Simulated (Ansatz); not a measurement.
The cluster Na2Sb⁻. The state is a triplet with charge -1. Geometry PBE0-D4/def2-TZVP, that of the neutral doublet; atoms count from 1.

```xyz
3

Na    1.288    1.727    0.277
Na   -1.895   -0.899    0.565
Sb    0.607   -0.828   -0.842
```

In the def2 sets Sb takes a core potential; there is no spin–orbit coupling. The highest occupied level of the charge -1 triplet lies above zero (up to 0.34 eV). By energy differences its removal costs 0.58 eV (vertical, to the charge 0 doublet, at PBE0-D4/def2-TZVPD); a positive level beside a positive removal energy at the same level points to self-interaction error. The structure comes from a short search, and lower isomers may exist.

(1) Estimate the Mulliken populations from the PBE0/def2-TZVPD orbitals of Ansatz.

(2) Where does the spin sit?

(3) And the Mayer bond orders between bonded heavy atoms (over 0.3)?

Results:

(1) 
| atom | charge (e) | spin (α − β) |
| --- | --- | --- |
| Na1 | -0.17 | 0.29 |
| Na2 | -0.17 | 0.29 |
| Sb3 | -0.66 | 1.41 |
Mulliken values and Mayer orders depend strongly on the basis. With diffuse functions, as here, like atoms can get unlike values, and bond orders can come out too low or too high.

(2) Summed by element: Na 0.59, Sb 1.41, of 2 unpaired in all. Largest on single atoms: Sb3 1.41, Na1 0.29, Na2 0.29.

(3) Na1–Sb3 1.02 (2.87 Å); Na2–Sb3 1.02 (2.87 Å). Values over 0.3 also appear between atoms too far apart for a bond (Na1–Na2 0.41 at 4.14 Å); they arise where an orbital or an unpaired electron spreads over both atoms.
